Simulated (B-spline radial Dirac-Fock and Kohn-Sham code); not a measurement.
# The Sr-like isoelectronic sequence (38 electrons), Z = 38 to 52

Calculated with a radial finite-basis atomic code, using multi-electron Dirac-Fock with separately optimised hole states, Breit and Lamb-shift corrections added in first order. Binding energies in eV, tabulated ground configurations. The model has no electron correlation.

```tsv
ion	configuration	1s	2s	3p1/2	4p3/2	outermost level	NIST ionisation energy
Sr	[Kr] 5s2	16113.0	2230.8	291.3	27.33	4.75 (5s)	5.694867
Zr²⁺	[Kr] 4d2	18022.2	2562.9	372.5	52.91	21.53 (4d)	23.17
Nb³⁺	[Kr] 4d2	19026.0	2744.5	421.9	71.46	35.80 (4d)	37.611 ± 0.022
Mo⁴⁺	[Kr] 4d2	20061.0	2934.4	475.2	92.19	52.35 (4d)	54.417 ± 0.019
Tc⁵⁺	[Kr] 4d2	21127.1	3132.6	532.1	115.0	71.01 (4d)	72 ± 2
Ru⁶⁺	[Kr] 4d2	22224.6	3339.0	592.6	139.7	91.69 (4d)	93 ± 2
Rh⁷⁺	[Kr] 4d2	23353.5	3553.6	656.7	166.3	114.3 (4d)	115.1 ± 2.1
Pd⁸⁺	[Kr] 4d2	24514.1	3776.5	724.3	194.8	138.9 (4d)	141 ± 2.2
Ag⁹⁺	[Kr] 4d2	25706.6	4007.6	795.5	225.2	165.3 (4d)	167 ± 2.2
Cd¹⁰⁺	[Kr] 4d2	26931.3	4247.0	870.1	257.4	193.5 (4d)	195 ± 2.4
In¹¹⁺	[Kr] 4d2	?	?	?	?	?	?
Sn¹²⁺	[Kr] 4d2	29477.8	4751.0	1029.9	327.3	255.5 (4d)	258 ± 3
Sb¹³⁺	[Kr] 4d2	30800.3	5015.6	1115.1	364.9	289.2 (4d)	292 ± 3
Te¹⁴⁺	[Kr] 4d2	32155.8	5288.9	1203.8	404.3	324.7 (4d)	328 ± 3
```

Question: Fill in the row of In¹¹⁺.

Answer: 1s 28188.2, 2s 4494.7, 3p1/2 948.2, 4p3/2 291.4, outermost 223.6 (4d), NIST 226 ± 2.5 eV.

NIST's values are for the lowest levels; a dash marks a value that is missing or belongs to another shell. Their kind here: measured, semi-empirical, theoretical. Where a p, d or f shell is open in either ion the computed value averages over both j values and all terms, while the table refers to the lowest levels; that difference holds spin-orbit splitting (largest in heavy or highly charged ions), term energies where several electrons share open shells, and correlation, and it can reach 10 % or more.
